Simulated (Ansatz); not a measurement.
Reaction (ligand exchange at the Si–O bond): `O[SiH]1BO1` + H₂S → `S[SiH]1BO1` + H₂O

Gas-phase electronic energies from Ansatz, PBE0-D4/def2-TZVP geometries. CBS: MP2 limit from def2 TZ/QZ plus the TZ coupled-cluster correction, frozen cores. This one scheme is used for every species. Functionals use def2-TZVPP. B3LYP here is the variant with VWN-RPA as its local correlation; programs differ in this. HSE06 is defined as in plane-wave codes. Each species was taken in one conformer, which may not be the lowest.

(1) Is it downhill or uphill in electronic energy at CCSD(T)/CBS, and by how much? (Best estimate.)

(2) What do these levels give: revPBE-D4, HSE06-D4, ωB97M-V, B2PLYP, PBE-QIDH, PBE, PBE0, B3LYP, r2SCAN0, CAM-B3LYP, HF/def2-SVP, CCSD/CBS(def2)? (An estimate is asked.)

Largest T1 diagnostic among the species: 0.016.

## Answers

(1) Computed: Uphill: ΔE = +7.4 kcal/mol.

(2) Computed: revPBE-D4 4.6, HSE06-D4 5.7, ωB97M-V 8.5, B2PLYP 9.1, PBE-QIDH 7.2, PBE 5.7, PBE0 6.4, B3LYP 9.4, r2SCAN0 7.8, CAM-B3LYP 10.8, HF/def2-SVP 10.3, CCSD/CBS(def2) 8.3 kcal/mol.

From BLYP to BHLYP (50 % exact exchange), in def2-TZVPP and without D4, ΔE moves by +1.6 kcal/mol. The D4 term adds −1.1 kcal/mol with B3LYP and −0.6 kcal/mol with PBE0; it sums over pairs of atoms, weighted by their polarisabilities, and B3LYP, whose exchange is more repulsive, gets the larger term. Leaving LDA and LC-ωPBE aside and taking each functional with its dispersion term where it has one, the values, not all of them listed here, spread over 5.6 kcal/mol, from revPBE-D4 to CAM-B3LYP-D4. LDA lies +1.1 kcal/mol from PBE without D4.
